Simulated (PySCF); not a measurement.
## C6H13N3Si: full NMR table

- Formula: C6H13N3Si
- SMILES: Cc1nnn(C(C)C)c1[SiH3]
- InChI: InChI=1S/C6H13N3Si/c1-4(2)9-6(10)5(3)7-8-9/h4H,1-3,10H3
- Point group of the computed structure: Cs
- Degrees of unsaturation: 3
- Carbon signals: 5
- Proton signals: 4

Molfile (atoms numbered from 1):
```
C6H13N3Si
     RDKit          3D

 23 23  0  0  0  0  0  0  0  0999 V2000
    3.3308   -0.6933    0.3613 C   0  0  0  0  0  0  0  0  0  0  0  0
    1.8541   -0.7754    0.2298 C   0  0  0  0  0  0  0  0  0  0  0  0
    1.1984   -1.9487    0.2561 N   0  0  0  0  0  0  0  0  0  0  0  0
   -0.0600   -1.7334    0.1226 N   0  0  0  0  0  0  0  0  0  0  0  0
   -0.2601   -0.4309    0.0073 N   0  0  0  0  0  0  0  0  0  0  0  0
   -1.5960    0.0944   -0.1549 C   0  0  0  0  0  0  0  0  0  0  0  0
   -2.2013   -0.4659   -1.4398 C   0  0  0  0  0  0  0  0  0  0  0  0
   -2.4316   -0.2767    1.0679 C   0  0  0  0  0  0  0  0  0  0  0  0
    0.9176    0.2437    0.0671 C   0  0  0  0  0  0  0  0  0  0  0  0
    1.1131    2.0952   -0.0525 Si  0  0  0  0  0  4  0  0  0  0  0  0
    3.7701   -0.2314   -0.5219 H   0  0  0  0  0  0  0  0  0  0  0  0
    3.7302   -1.6974    0.4739 H   0  0  0  0  0  0  0  0  0  0  0  0
    3.6076   -0.0994    1.2313 H   0  0  0  0  0  0  0  0  0  0  0  0
   -1.5093    1.1839   -0.2296 H   0  0  0  0  0  0  0  0  0  0  0  0
   -3.2089   -0.0844   -1.5794 H   0  0  0  0  0  0  0  0  0  0  0  0
   -1.5978   -0.1816   -2.2991 H   0  0  0  0  0  0  0  0  0  0  0  0
   -2.2341   -1.5507   -1.3817 H   0  0  0  0  0  0  0  0  0  0  0  0
   -1.9905    0.1404    1.9706 H   0  0  0  0  0  0  0  0  0  0  0  0
   -3.4427    0.1073    0.9641 H   0  0  0  0  0  0  0  0  0  0  0  0
   -2.4673   -1.3586    1.1662 H   0  0  0  0  0  0  0  0  0  0  0  0
    2.5332    2.4122    0.0536 H   0  0  0  0  0  0  0  0  0  0  0  0
    0.5786    2.5512   -1.3404 H   0  0  0  0  0  0  0  0  0  0  0  0
    0.3609    2.7264    1.0375 H   0  0  0  0  0  0  0  0  0  0  0  0
  1  2  1  0
  2  3  1  0
  3  4  2  0
  4  5  1  0
  5  6  1  0
  6  7  1  0
  6  8  1  0
  5  9  1  0
  9 10  1  0
  9  2  2  0
  1 11  1  0
  1 12  1  0
  1 13  1  0
  6 14  1  0
  7 15  1  0
  7 16  1  0
  7 17  1  0
  8 18  1  0
  8 19  1  0
  8 20  1  0
 10 21  1  0
 10 22  1  0
 10 23  1  0
M  END
```

PySCF 2.14 calculation with GFN2-xTB geometry and shieldings: GIAO PBE0/pcSseg-1; in vacuum, rapidly exchanging positions averaged, one conformer, relativity neglected.

Scale: ¹H (σ = 31.72 ppm) and ¹³C (σ = 186.93 ppm) and ²⁹Si (σ = 349.16 ppm) against TMS; ¹⁵N (σ = 267.73 ppm) vs NH3 (reference shieldings calculated alike).

```tsv
carbon	δC, type	δH (multiplicity)	HMBC from (2–3 bonds)	span of the C tensor (ppm)
C1	14.6, CH3	2.61 (s)	–	26
C2	154.5, C	–	H21/H22/H23, H11/H12/H13	155
C6	55.0, CH	4.28 (sept)	H15/H16/H17/H18/H19/H20	43
C7/C8	26.2, CH3	1.71 (d)	H14, H15/H16/H17/H18/H19/H20	40
C9	124.1, C	–	H21/H22/H23, H14, H11/H12/H13	148
```

Other nuclei:
```tsv
atoms	nucleus	environment	δ (ppm)	σ (ppm)
H21/H22/H23	¹H	hydrogen on a silicon bonded to C	4.47	27.25
Si10	²⁹Si	silicon bonded to C, 3 H	-93.9	443.1
N4	¹⁵N	pyridine-type nitrogen of an azole	405.3	-137.6
N3	¹⁵N	pyridine-type nitrogen of an azole	388.1	-120.4
N5	¹⁵N	pyrrole-type ring nitrogen	293.5	-25.8
```

Carbon types of the structure: 2 × C, 1 × CH, 3 × CH3, leaving 3 H on heteroatoms. δC 154.5, 124.1: substituted aromatic carbon next to a ring nitrogen. δC 55.0: sp3 CH bonded to N; deshielded by the electronegative neighbour. δC 26.2: methyl carbon; aliphatic region, no heteroatom directly attached. δC 14.6: methyl carbon on an aromatic ring; aliphatic region, no heteroatom directly attached. δH 4.28: hydrogen on an sp3 CH bonded to N; its carbon carries N, hence the downfield position.

Shifts are as computed. Against solution values, carbons near 30 ppm lie about +3 ppm off and those near 130 ppm about +5 ppm. Of 1211 compounds with measured shifts, 218 miss one by over three times the rms of a fit or turn the order of signals round; such compounds aren't used in these exercises. Experimental scales use liquid or dissolved standards, which lie at an offset from isolated NH3 (liquid NH3: subtract about 20 ppm). Unscaled 15N shifts of sp2 nitrogen come out 20 to 40 ppm too high even then. Multiplicities follow the n + 1 count of equivalent neighbours, as no J values were calculated; m marks all less simple cases, F and P coupling included.
